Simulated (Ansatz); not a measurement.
Problem. Name a neutral molecule of Al, C, O and H with ideal-gas entropy at 298 K and 1 bar (rigid rotor, harmonic PBE0-D4/def2-TZVP) between 349 and 365 J/(mol·K) and HOMO energy (ωB97M-V/def2-TZVPP) between -8.65 and -8.35 eV (Ansatz, PBE0-D4/def2-TZVP geometry).

Solution. `O/C=C(/O)[CH2][AlH2]` (351 J/(mol·K), -8.63 eV). Other molecules can fit too; these were computed, each in one conformer that needn't be the lowest.
